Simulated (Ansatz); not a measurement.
Gas-phase reaction in SMILES: [SiH2]P (SiPH4) -> [SiH2-]P (an electron is taken up)

Wanted: adiabatic electron affinity (0 K, with zero-point energies), in eV. Positive where the reaction releases energy. Conventions: spin-orbit terms left out; UHF or UKS for open shells; six Cartesian d functions in 6-31G* and its kin unless marked 5d; dispersion terms only where a functional's name holds one; non-relativistic; frozen cores in correlated levels. Basis-set limits of correlation are two-point, X^-3; Hartree-Fock from the larger set. [CCSD(T)-MP2]/basis is that difference in the basis named. First-principles rows: single points at B3LYP-D3(BJ) geometries (Ansatz, a first-principles code), with unscaled harmonic terms from B3LYP/6-31G* (Ansatz) at its own minima. Sets without +, aug- or the D of def2-TZVPD hold no diffuse functions, which anions need.

| species | coefficient | E at B3LYP/6-31G* (Ansatz), Eh | E at wB97X-V/def2-TZVPD (Ansatz), Eh | zero-point energy, kcal/mol |
|---|---|---|---|---|
| [SiH2]P (SiPH4) | +1 | -633.19925 | -633.11112 | 20.66 |
| [SiH2-]P | -1 | -633.24902 | -633.16656 | 19.44 |

Coupled cluster (Ansatz) is a level with limits of its own, used here on species with T1 under 0.025 (0.045 for open shells) and stable references: RI-MP2/CBS(aug-cc-pV(T+d)Z,aug-cc-pV(Q+d)Z)+[CCSD(T)-MP2]/aug-cc-pV(T+d)Z. Value to compare with, RI-MP2/CBS(aug-cc-pV(T+d)Z,aug-cc-pV(Q+d)Z)+[CCSD(T)-MP2]/aug-cc-pV(T+d)Z (Ansatz): 1.70 eV. 1 Eh = 27.2114 eV and 1 eV = 23.0605 kcal/mol.

Task: Work the quantity out at each level, and compare with RI-MP2/CBS(aug-cc-pV(T+d)Z,aug-cc-pV(Q+d)Z)+[CCSD(T)-MP2]/aug-cc-pV(T+d)Z (Ansatz).

Result: 
- B3LYP/6-31G*: the sum of coefficient times E is 0.04977 Eh, or 1.354 eV; the thermal terms add 0.053. Result: 1.41 eV. Its difference against RI-MP2/CBS(aug-cc-pV(T+d)Z,aug-cc-pV(Q+d)Z)+[CCSD(T)-MP2]/aug-cc-pV(T+d)Z (Ansatz) is -0.29 eV.
- wB97X-V/def2-TZVPD: the sum of coefficient times E is 0.05544 Eh, or 1.509 eV; the thermal terms add 0.053. Result: 1.56 eV. Its difference against RI-MP2/CBS(aug-cc-pV(T+d)Z,aug-cc-pV(Q+d)Z)+[CCSD(T)-MP2]/aug-cc-pV(T+d)Z (Ansatz) is -0.14 eV.
